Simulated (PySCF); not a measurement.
## Indium: a sound run and one with changed settings

Sound run: In⁺ [Kr] 4d10 5s2, In²⁺ [Kr] 4d10 5s1. Calculation: PySCF 2.14, in x2c-SVPall (6s5p3d, 36 functions); the spin-free X2C one-electron Hamiltonian (Gaussian nucleus). In the sound run the correlated levels freeze [Kr] 4d10. The sound run starts from symmetry-adapted Hartree-Fock orbitals and uses a fine grid where one is needed.

Changed run: no relativity, point nucleus. This setting is unsound on purpose.

```csv
species,method,sound run (hartree),changed run (hartree),converged
In⁺,UHF,-5877.42445,-5621.51994,yes
In⁺,B3LYP,-5880.13916,-5624.23490,yes
In⁺,BP86,-5880.74586,-5624.84042,yes
In⁺,MP2,-5877.44491,-5621.54203,yes
In⁺,CCSD(T),-5877.45534,-5621.55604,yes
In²⁺,UHF,-5876.79510,-5620.96799,yes
In²⁺,B3LYP,-5879.43595,-5623.62212,yes
In²⁺,BP86,-5880.03809,-5624.22639,yes
```

Ionisation energy of In⁺:

```json
{"method": "UHF", "sound run (eV)": "17.126", "changed run (eV)": "15.019"}
{"method": "B3LYP", "sound run (eV)": "19.135", "changed run (eV)": "16.675"}
{"method": "BP86", "sound run (eV)": "19.260", "changed run (eV)": "16.709"}
{"method": "MP2", "sound run (eV)": "17.682", "changed run (eV)": "15.621"}
{"method": "SCS-MP2", "sound run (eV)": "17.794", "changed run (eV)": "15.741"}
{"method": "CCSD", "sound run (eV)": "17.966", "changed run (eV)": "16.002"}
{"method": "CCSD(T)", "sound run (eV)": "17.966", "changed run (eV)": "16.002"}
{"method": "CCSDT", "sound run (eV)": "17.966", "changed run (eV)": "16.002"}
{"method": "FCI", "sound run (eV)": "17.966", "changed run (eV)": "16.002"}
```

Most of the change in total energy is the relativistic energy itself. On top of that the contraction fixes the core shape for the Hamiltonian it was made with, so the changed run is not a good calculation with the other Hamiltonian either.

For comparison, NIST gives 18.870 eV between the lowest levels.
